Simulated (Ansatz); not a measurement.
A series at Sn: from `[CH3][SnH]([CH3])[CH3]`, ligands are replaced one by one, each step taking up H₂ and setting free CH₄; n counts the steps. Ansatz, PBE0-D4/def2-TZVP geometries.

CBS adds triple-zeta CCSD(T) − MP2 to the MP2 limit, frozen cores; atoms without spin–orbit coupling. Elements past krypton have def2 core potentials. Outer-core shells of Sn are correlated without core-valence functions. Spin–orbit coupling is left out.

| n | molecule | atomization energy, CCSD(T)/CBS (kJ/mol) |
| --- | --- | --- |
| 0 | `[CH3][SnH]([CH3])[CH3]` | ? |
| 1 | `[CH3][SnH2][CH3]` | 3627.5 |
| 2 | `[CH3][SnH3]` | 2365.8 |
| 3 | `[SnH4]` | 1104.7 |

Question: By hand: fit a straight line y = ȳ + b (n − n̄) to the 3 given rows and predict n = 0.

Answer: n̄ = 2.000, ȳ = 2366.00; Σ(n − n̄)(y − ȳ) = -2522.80, Σ(n − n̄)² = 2.000, so b = -1261.40 kJ/mol a step. Prediction: 2366.00 + (-1261.40) × (-2.000) = 4888.8 kJ/mol.

Question: By hand: compare with the computed value, 4889.9 kJ/mol, and give the steps along the whole series.

Answer: The line misses by 1.1 kJ/mol (computed minus predicted). Steps: -1262.4, -1261.7, -1261.1 kJ/mol.

The steps differ by at most 1.3 kJ/mol, 0.1 % of a mean step, so the ligands' effects nearly add and a line is close. The miss is 0.0 % of the series' range. The energies themselves are unsure by some kJ/mol a bond, though much of that is common to the series.
